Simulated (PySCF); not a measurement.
Isomers of C7H8FN, mass 125.064 u with the commonest isotopes. Computed with PySCF, PBE0-D3(BJ)/def2-SVP geometry optimisation, gas phase. One conformer each, none proved a minimum here; rigid rotors.

Task: Order these by dipole moment, largest first.
A. `[CH3:1][NH:2][c:3]1[cH:4][cH:5][c:6]([F:7])[cH:8][cH:9]1` with C1–N2–C3–C4 -11° (4-fluoro-N-methylaniline)
B. `[CH:1]#[C:2][C@@H:3]1[CH2:4][C@H:5]([F:6])[CH2:7][CH:8]=[N:9]1` with C2–C3–C4–C5 -172°, C3–C4–C5–F6 180°, C4–C5–C7–C8 -43°, C5–C7–C8–N9 14°
C. `[NH2:1][CH2:2][c:3]1[cH:4][cH:5][c:6]([F:7])[cH:8][cH:9]1` with H–N1–C2–C3 58° and -58°, N1–C2–C3–C4 89°

Result: A (3.34 D), B (0.92 D), C (0.38 D).

Task: Order these by out-of-plane moment Σ m c² = (Ia + Ib − Ic)/2, smallest first.
A. `[NH2:1][CH2:2][c:3]1[cH:4][cH:5][c:6]([F:7])[cH:8][cH:9]1` with H–N1–C2–C3 58° and -58°, N1–C2–C3–C4 89°
B. `[CH3:1][NH:2][c:3]1[cH:4][cH:5][c:6]([F:7])[cH:8][cH:9]1` with C1–N2–C3–C4 -11° (4-fluoro-N-methylaniline)
C. `[CH:1]#[C:2][C@@H:3]1[CH2:4][C@H:5]([F:6])[CH2:7][CH:8]=[N:9]1` with C2–C3–C4–C5 -172°, C3–C4–C5–F6 180°, C4–C5–C7–C8 -43°, C5–C7–C8–N9 14°

Result: B (1.95 u·Å²), C (16.87 u·Å²), A (20.86 u·Å²).

Task: Order these by rotational constant B, largest first.
A. `[CH:1]#[C:2][C@@H:3]1[CH2:4][C@H:5]([F:6])[CH2:7][CH:8]=[N:9]1` with C2–C3–C4–C5 -172°, C3–C4–C5–F6 180°, C4–C5–C7–C8 -43°, C5–C7–C8–N9 14°
B. `[NH2:1][CH2:2][c:3]1[cH:4][cH:5][c:6]([F:7])[cH:8][cH:9]1` with H–N1–C2–C3 58° and -58°, N1–C2–C3–C4 89°
C. `[CH3:1][NH:2][c:3]1[cH:4][cH:5][c:6]([F:7])[cH:8][cH:9]1` with C1–N2–C3–C4 -11° (4-fluoro-N-methylaniline)

Result: A (1138 MHz), C (952.1 MHz), B (926.5 MHz).

| SMILES | point group | Ia (u·Å²) | Ib (u·Å²) | Ic (u·Å²) | κ | μa (D) | μb (D) | μc (D) |
| --- | --- | --- | --- | --- | --- | --- | --- | --- |
| NCc1ccc(F)cc1 | Cs | 112.20 | 545.46 | 615.94 | -0.94 | 0.26 | 0.00 | 0.28 |
| CNc1ccc(F)cc1 | near Cs | 104.41 | 530.80 | 631.32 | -0.92 | 3.26 | 0.57 | 0.45 |
| C#C[C@@H]1C[C@H](F)CC=N1 | C1 | 164.53 | 444.05 | 574.83 | -0.76 | 0.87 | 0.15 | 0.28 |
